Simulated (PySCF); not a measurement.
H4SiZn. Atoms are numbered in the order given.

```xyz
6

Zn     0.0000     0.0000    -0.8475
H      0.0000     0.0000    -2.4050
Si     0.0000     0.0000     1.5394
H      1.1956     0.6903     2.0926
H      0.0000    -1.3806     2.0926
H     -1.1956     0.6903     2.0926
```
Charge 0, spin multiplicity 1.

Geometry: B3LYP-D3(BJ)/def2-TZVP.

Method: TDA-PBE0/def2-TZVPD run with PySCF 2.14.0.

Vertical excitations; the highest root listed may be one member of a degenerate set. Gas-phase values at a fixed geometry. State labels are in the subgroup Cs.

```json
[
 {"state": "S1", "symmetry": "A'", "energy (eV)": "4.96", "λ (nm)": "250", "f": "0.006", "main pairs": "HOMO→LUMO+1 (degenerate set)"},
 {"state": "S2", "symmetry": "A\"", "energy (eV)": "4.96", "λ (nm)": "250", "f": "0.006", "main pairs": "HOMO→LUMO (degenerate set)"},
 {"state": "S3", "symmetry": "A'", "energy (eV)": "6.56", "λ (nm)": "189", "f": "0.400", "main pairs": "HOMO→LUMO+2 89 %"},
 {"state": "S4", "symmetry": "A'", "energy (eV)": "7.16", "λ (nm)": "173", "f": "0.160", "main pairs": "HOMO→LUMO+3 84 %"},
 {"state": "S5", "symmetry": "A\"", "energy (eV)": "7.24", "λ (nm)": "171", "f": "0.000", "main pairs": "HOMO−2→LUMO 49 %, HOMO−3→LUMO+1 49 %"},
 {"state": "S6", "symmetry": "A'", "energy (eV)": "7.25", "λ (nm)": "171", "f": "0.001", "main pairs": "HOMO→LUMO+4, HOMO→LUMO+8 (degenerate set)"},
 {"state": "S7", "symmetry": "A\"", "energy (eV)": "7.25", "λ (nm)": "171", "f": "0.001", "main pairs": "HOMO→LUMO+5, HOMO→LUMO+7 (degenerate set)"},
 {"state": "S8", "symmetry": "A'", "energy (eV)": "7.40", "λ (nm)": "168", "f": "0.008", "main pairs": "HOMO−3→LUMO, HOMO−2→LUMO+1, HOMO−1→LUMO+1 (degenerate set)"},
 {"state": "S9", "symmetry": "A\"", "energy (eV)": "7.40", "λ (nm)": "168", "f": "0.008", "main pairs": "HOMO−2→LUMO, HOMO−3→LUMO+1, HOMO−1→LUMO (degenerate set)"},
 {"state": "S10", "symmetry": "A'", "energy (eV)": "7.50", "λ (nm)": "165", "f": "0.020", "main pairs": "HOMO→LUMO+6 29 %, HOMO−3→LUMO 26 %, HOMO−2→LUMO+1 26 %, HOMO→LUMO+3 14 %"},
 {"state": "T1", "symmetry": "A'", "energy (eV)": "4.29", "λ (nm)": "289", "f": "0", "main pairs": "HOMO→LUMO+1 (degenerate set)"},
 {"state": "T2", "symmetry": "A\"", "energy (eV)": "4.29", "λ (nm)": "289", "f": "0", "main pairs": "HOMO→LUMO (degenerate set)"},
 {"state": "T3", "symmetry": "A'", "energy (eV)": "5.46", "λ (nm)": "227", "f": "0", "main pairs": "HOMO→LUMO+2 86 %"},
 {"state": "T4", "symmetry": "A'", "energy (eV)": "6.18", "λ (nm)": "201", "f": "0", "main pairs": "HOMO−1→LUMO+1 87 %"}
]
```
Triplets are in the Tamm–Dancoff approximation.
